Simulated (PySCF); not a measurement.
CH3BBrClO. Atoms are numbered in the order given.

```xyz
8

B     -0.2286    -0.5684     0.1180
Cl    -0.5875    -1.2402     1.7075
Br     0.4820     1.2381    -0.0007
O     -0.4562    -1.3212    -0.9541
C     -0.2484    -1.0043    -2.3203
H      0.4646    -1.7280    -2.7423
H     -1.2074    -1.1008    -2.8503
H      0.1428     0.0158    -2.4471
```
Charge 0, spin multiplicity 1.

Geometry optimised at B3LYP-D3(BJ)/def2-SVP. Other conformers were not sampled.

Method: M06-2X/def2-TZVP run with PySCF.

ESP charges are fitted to the potential on shells at 1.4 to 2.0 van der Waals radii. Atomic charges (e):

| atom | Löwdin | Mulliken | ESP fit |
|---|---|---|---|
| B1 | -1.46 | 0.30 | 0.26 |
| Cl2 | 0.57 | -0.12 | -0.12 |
| Br3 | 0.47 | -0.16 | -0.11 |
| O4 | 0.36 | -0.23 | -0.23 |
| C5 | -0.29 | -0.24 | -0.10 |
| H6 | 0.12 | 0.15 | 0.11 |
| H7 | 0.12 | 0.15 | 0.11 |
| H8 | 0.11 | 0.14 | 0.08 |

Computed Mayer and Wiberg (Löwdin basis) orders of the bonds:
```json
[
 {"bond": "B1–Cl2", "Mayer": "1.28", "Wiberg": "2.13"},
 {"bond": "B1–Br3", "Mayer": "1.18", "Wiberg": "1.98"},
 {"bond": "B1–O4", "Mayer": "1.40", "Wiberg": "2.00"},
 {"bond": "O4–C5", "Mayer": "0.86", "Wiberg": "1.36"},
 {"bond": "C5–H6", "Mayer": "0.97", "Wiberg": "0.93"},
 {"bond": "C5–H7", "Mayer": "0.97", "Wiberg": "0.93"},
 {"bond": "C5–H8", "Mayer": "0.97", "Wiberg": "0.92"}
]
```
